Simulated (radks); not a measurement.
The numbers below are computed, except where a source is named.
Task: These are the eigenvalues of the occupied orbitals of an atom or ion with whole-number occupations (eV). Level of theory: scalar-relativistic Kohn-Sham, PBEsol, spin-polarised, spherical densities, finite nucleus; Fermi nuclear charge, rms radius of each element as measured or else 0.836 A^(1/3) + 0.57 fm (a radial shooting solver on a logarithmic mesh with Libxc functionals).

1s up: -950.5884
1s down: -947.6812
2s up: -133.2104
2s down: -126.6294
2p up: -111.8166

Which element is it, and in what charge state? The configuration may be excited. Open shells, if any, are filled with parallel spins first.

Result: Z = 10, neon, charge +4: Ne4+ in [He] 2s2 2p2. The list shows which subshells hold electrons but not how many an open one holds; the 1s level, -34.933 hartree, gives Z - s = 8.4 by -(Z - s)^2/2, which with screening and relativity narrows Z to a few neighbours, and the depths of the outer levels then fix element, charge and occupations together.
